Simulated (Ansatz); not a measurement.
`Cl[SiH](Cl)I` and `CO[SiH](Cl)I` differ in one atom or group.

Ansatz, PBE0-D4/def2-TZVP geometries, multiplicity 1. Each molecule was computed in one conformer, which needn't be the lowest.

Elements past krypton have def2 core potentials.  Spin–orbit coupling is left out; it splits and shifts lone-pair levels of the heavy atoms by tenths of an eV.

```json
{"property": "HOMO energy (PBE0/def2-TZVPP) / eV", "`Cl[SiH](Cl)I`": "-8.14"}
{"property": "HOMO–LUMO gap (B3LYP/def2-TZVPP) / eV", "`Cl[SiH](Cl)I`": "6.52"}
{"property": "LUMO energy (B3LYP/def2-TZVPP) / eV", "`Cl[SiH](Cl)I`": "-1.34"}
{"property": "HOMO energy (ωB97M-V/def2-TZVPP) / eV", "`Cl[SiH](Cl)I`": "-10.26"}
{"property": "HOMO–LUMO gap (PBE/def2-TZVPP) / eV", "`Cl[SiH](Cl)I`": "5.00"}
{"property": "HOMO energy (B3LYP/def2-TZVPP) / eV", "`Cl[SiH](Cl)I`": "-7.87"}
```

**Question.** What does the change do to each property? (An estimate is asked.)

**Answer.** Computed: 
```json
{"property": "HOMO energy (PBE0/def2-TZVPP) / eV", "`CO[SiH](Cl)I`": "-7.88", "shift": "0.26"}
{"property": "HOMO–LUMO gap (B3LYP/def2-TZVPP) / eV", "`CO[SiH](Cl)I`": "6.83", "shift": "0.31"}
{"property": "LUMO energy (B3LYP/def2-TZVPP) / eV", "`CO[SiH](Cl)I`": "-0.78", "shift": "0.56"}
{"property": "HOMO energy (ωB97M-V/def2-TZVPP) / eV", "`CO[SiH](Cl)I`": "-10.01", "shift": "0.25"}
{"property": "HOMO–LUMO gap (PBE/def2-TZVPP) / eV", "`CO[SiH](Cl)I`": "5.30", "shift": "0.30"}
{"property": "HOMO energy (B3LYP/def2-TZVPP) / eV", "`CO[SiH](Cl)I`": "-7.61", "shift": "0.26"}
```

With PBE0 the HOMO rises by 0.26 eV and the LUMO rises by 0.56 eV, so the gap widens by about 0.30 eV. PBE moves the HOMO by 0.24 eV and ωB97M-V by 0.25 eV. The zero-point energy changes by 107.5 kJ/mol with +12 modes.

B3LYP here is the variant with VWN-RPA as its local correlation; programs differ in this.
